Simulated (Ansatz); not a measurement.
Start from `[NH2][GeH]([NH2])[NH2]` and change one atom or group to get `[NH2][Ge]([NH2])([NH2])[F]`.

Ansatz, PBE0-D4/def2-TZVP geometries, multiplicity 1. Each molecule was computed in one conformer, which needn't be the lowest.

Scalar relativity is left out up to krypton.

| property | `[NH2][GeH]([NH2])[NH2]` |
| --- | --- |
| HOMO–LUMO gap (ωB97M-V/def2-TZVPP) / eV | 11.72 |
| LUMO energy (ωB97M-V/def2-TZVPP) / eV | 2.22 |
| HOMO–LUMO gap (B3LYP/def2-TZVPP) / eV | 7.28 |
| size of the dipole moment (PBE/def2-TZVPP) / D | 1.14 |
| HOMO–LUMO gap (PBE/def2-TZVPP) / eV | 5.59 |
| HOMO energy (PBE/def2-TZVPP) / eV | -5.62 |

What does the change do to each property? (Best estimate.)

Ansatz gave: 
| property | `[NH2][Ge]([NH2])([NH2])[F]` | shift |
| --- | --- | --- |
| HOMO–LUMO gap (ωB97M-V/def2-TZVPP) / eV | 11.39 | -0.33 |
| LUMO energy (ωB97M-V/def2-TZVPP) / eV | 1.73 | -0.49 |
| HOMO–LUMO gap (B3LYP/def2-TZVPP) / eV | 6.92 | -0.36 |
| size of the dipole moment (PBE/def2-TZVPP) / D | 2.44 | 1.30 |
| HOMO–LUMO gap (PBE/def2-TZVPP) / eV | 5.19 | -0.40 |
| HOMO energy (PBE/def2-TZVPP) / eV | -5.79 | -0.17 |

With PBE0 the HOMO falls by 0.18 eV and the LUMO falls by 0.54 eV, so the gap narrows by about 0.36 eV. PBE moves the HOMO by -0.17 eV and ωB97M-V by -0.16 eV. Dipoles are sizes alone; their direction can turn.

B3LYP here is the variant with VWN-RPA as its local correlation; programs differ in this.
